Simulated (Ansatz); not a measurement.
`[CH3][In]([F])[Cl]` and `N#[C][In]([F])[Cl]` differ in one atom or group.

Ansatz, PBE0-D4/def2-TZVP geometries, multiplicity 1. 

Elements past krypton have def2 core potentials.

```json
{"property": "size of the dipole moment (B3LYP/def2-TZVPP) / D", "`[CH3][In]([F])[Cl]`": "4.13"}
{"property": "HOMO energy (ωB97M-V/def2-TZVPP) / eV", "`[CH3][In]([F])[Cl]`": "-10.95"}
{"property": "LUMO energy (ωB97M-V/def2-TZVPP) / eV", "`[CH3][In]([F])[Cl]`": "0.14"}
{"property": "HOMO energy (PBE/def2-TZVPP) / eV", "`[CH3][In]([F])[Cl]`": "-7.36"}
{"property": "HOMO–LUMO gap (PBE0/def2-TZVPP) / eV", "`[CH3][In]([F])[Cl]`": "7.09"}
{"property": "LUMO energy (PBE/def2-TZVPP) / eV", "`[CH3][In]([F])[Cl]`": "-2.52"}
```

Question: Give the same properties after the change, and the shifts. (An estimate is asked.)

Answer: Ansatz gave: 
```
                                        property  `N#[C][In]([F])[Cl]`  shift
size of the dipole moment (B3LYP/def2-TZVPP) / D                  1.60  -2.53
           HOMO energy (ωB97M-V/def2-TZVPP) / eV                -12.20  -1.25
           LUMO energy (ωB97M-V/def2-TZVPP) / eV                 -0.90  -1.04
               HOMO energy (PBE/def2-TZVPP) / eV                 -8.41  -1.05
            HOMO–LUMO gap (PBE0/def2-TZVPP) / eV                  7.17   0.08
               LUMO energy (PBE/def2-TZVPP) / eV                 -3.64  -1.12
```

With PBE0 the HOMO falls by 1.16 eV and the LUMO falls by 1.08 eV, so the gap widens by about 0.08 eV. PBE moves the HOMO by -1.05 eV and ωB97M-V by -1.25 eV. The zero-point energy changes by -73.8 kJ/mol with -6 modes. Dipoles are sizes alone; their direction can turn.

B3LYP here is the variant with VWN-RPA as its local correlation; programs differ in this.
